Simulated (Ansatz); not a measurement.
PBE exchange is replaced step by step with exact exchange (0 % is PBE, 25 % PBE0; no dispersion term), basis def2-TZVPD, Ansatz. System: Os₃⁻. Total charge -1; doublet. Geometry: PBE-D4/def2-TZVPD.

Geometry of the doublet:

| atom | x (Å) | y (Å) | z (Å) |
| --- | --- | --- | --- |
| Os1 | 0.5817 | 0.3278 | -1.1495 |
| Os2 | 0.5794 | 0.4173 | 1.1193 |
| Os3 | -1.1611 | -0.7452 | 0.0302 |

In the def2 sets Os takes a core potential; there is no spin–orbit coupling. At PBE-D4/def2-TZVPD, PBE with 5 % exact exchange/def2-TZVPD, PBE with 10 % exact exchange/def2-TZVPD, PBE with 15 % exact exchange/def2-TZVPD and others the charge -1 doublet is spin-contaminated (final ⟨S²⟩ up to 4.45, 0.75 for a pure state). At PBE-D4/def2-TZVPD, PBE with 5 % exact exchange/def2-TZVPD, PBE with 10 % exact exchange/def2-TZVPD, PBE with 15 % exact exchange/def2-TZVPD the highest occupied level of the charge -1 doublet lies above zero (up to 0.29 eV). Its loss leaves the charge 0 triplet, which lies 1.72 eV higher (vertical, at PBE-D4/def2-TZVPD), but this difference is unsure: the triplet is doubtful (geometry relaxed on an unsound state). The geometry of the doublet was relaxed on an unsound state (⟨S²⟩ 2.12, where a pure state has 0.75). At PBE0-D4/def2-TZVPD a sextet of charge -1 lies 0.50 eV below the doublet, each at its own geometry. That sextet is doubtful there (⟨S²⟩ 9.90, where a pure state has 8.75). The structure comes from a short search, and lower isomers may exist.

HOMO and LUMO are taken over both spins.

```json
{"exact exchange (%)": "0", "HOMO (eV)": "0.29", "LUMO (eV)": "0.69", "gap (eV)": "0.41", "⟨S²⟩": "2.117"}
{"exact exchange (%)": "5", "HOMO (eV)": "0.21", "LUMO (eV)": "0.86", "gap (eV)": "0.65", "⟨S²⟩": "2.251"}
{"exact exchange (%)": "10", "HOMO (eV)": "0.12", "LUMO (eV)": "1.02", "gap (eV)": "0.90", "⟨S²⟩": "2.492"}
{"exact exchange (%)": "15", "HOMO (eV)": "0.05", "LUMO (eV)": "1.15", "gap (eV)": "1.10", "⟨S²⟩": "2.974"}
{"exact exchange (%)": "25", "HOMO (eV)": "-0.15", "LUMO (eV)": "1.45", "gap (eV)": "1.59", "⟨S²⟩": "3.698"}
{"exact exchange (%)": "50", "HOMO (eV)": "-0.73", "LUMO (eV)": "2.19", "gap (eV)": "2.92", "⟨S²⟩": "4.449"}
```

**Question.** Estimate the row for 35 %.

**Answer.** 
```tsv
exact exchange (%)	HOMO (eV)	LUMO (eV)	gap (eV)	⟨S²⟩
35	-0.41	1.76	2.17	4.192
```
